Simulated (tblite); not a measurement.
C3H11ClOSi3.
Structure used (GFN2-xTB), in Å, numbered top down from 1:
```xyz
19
C3H11ClOSi3 angstrom
C      2.2793    0.9339   -0.5572
C      1.5616    0.1065    0.4771
O      2.1266   -0.3606    1.4398
Si    -0.3319   -0.1946    0.1861
Si    -1.4298    1.8656    0.3420
Si    -0.5404   -1.5255   -1.7275
C     -0.7973   -1.2530    1.7281
Cl    -2.5287   -1.6889    1.6325
H      2.2116    0.4279   -1.5181
H      1.7851    1.8981   -0.6516
H      3.3243    1.0764   -0.2916
H     -2.8613    1.7226    0.6000
H     -1.2801    2.5763   -0.9337
H     -0.8842    2.7485    1.3795
H      0.5090   -2.5440   -1.8472
H     -1.8299   -2.2078   -1.8092
H     -0.4211   -0.6650   -2.9111
H     -0.2414   -2.1863    1.7875
H     -0.6611   -0.7209    2.6672
```

Computed values, GFN2-xTB/tblite, gas phase, harmonic and unscaled. This tight-binding method is rough: wavenumbers can miss measured ones by several per cent, in bad cases by 10 to 20. Modes of hydrogen on silicon can be 10 to 20 % off. One conformer, not necessarily the lowest.

Harmonic wavenumbers (cm⁻¹): 25.5, 26.8, 34.5, 43.5, 62.8, 74.9, 82.9, 94.5, 98.1, 142.6, 193.2, 265.5, 327.3, 400.2, 401.1, 412.2, 429.2, 450.6, 471.1, 502.0, 615.4, 657.6, 709.7, 737.6, 748.4, 779.4, 796.0, 802.4, 805.5, 816.5, 948.5, 958.9, 1081.8, 1115.2, 1180.0, 1360.1, 1433.7, 1452.5, 1457.0, 1716.5, 2208.6, 2218.2, 2219.9, 2222.3, 2271.0, 2277.1, 2985.8, 2989.1, 3021.3, 3028.0, 3039.8.

A = 1005, B = 659.6, C = 622.3 MHz; mass 181.981 u (most abundant isotopes); point group Cs, symmetry number 1.

Q: Zero-point energy?

A: ½Σν̃ = 26596 cm⁻¹ = 76.04 kcal/mol.

Q: Entropy at 298.15 K, 1 bar (ideal gas, RRHO, classical rotation)?

A: Translation 41.53, rotation 31.03, vibration 58.97: S = 131.5 cal/(mol K).

Q: And Cp and H(298.15 K) − H(0)?

A: Cp = 52.08 cal/(mol K), of which vibrations give 44.13 (their classical limit is 51 R = 101.3); H(298.15 K) − H(0) = 10.22 kcal/mol without the zero-point energy, 7.85 from vibrations.

Q: How do the functions run with temperature in this model?

A: 
```
T (K)  S (cal/(mol K))  Cp (cal/(mol K))  H − H(0) (kcal/mol)  G − H(0) (kcal/mol)  ln q(vib)
  100             88.9              29.3                 2.08                -6.81       6.14
  200            112.9              41.4                 5.61               -16.98      11.79
  300            131.9              52.3                10.31               -29.24      16.51
  500            162.5              67.7                22.43               -58.80      24.60
  800            197.7              81.9                45.07              -113.07      34.66
 1000            216.7              88.2                62.11              -154.55      40.42
```

q(vib) and H(0) count from the zero-point level.

Q: Which modes carry the vibrational entropy at 298.15 K?

A: 25.5 cm⁻¹: 6.15; 26.8 cm⁻¹: 6.05; 34.5 cm⁻¹: 5.55; 43.5 cm⁻¹: 5.09; 62.8 cm⁻¹: 4.37; 74.9 cm⁻¹: 4.02 cal/(mol K); the other 45 give 27.73 together.

Q: What must be added to the electronic energy to get the Gibbs energy at 298.15 K and 1 bar?

A: ZPE + [H(298.15 K) − H(0)] − T·S = 76.04 + 10.22 − 39.22 = 47.04 kcal/mol.

Hindered rotation and anharmonicity are outside this model. Other conformers, if any are populated, would add a mixing term that is left out.
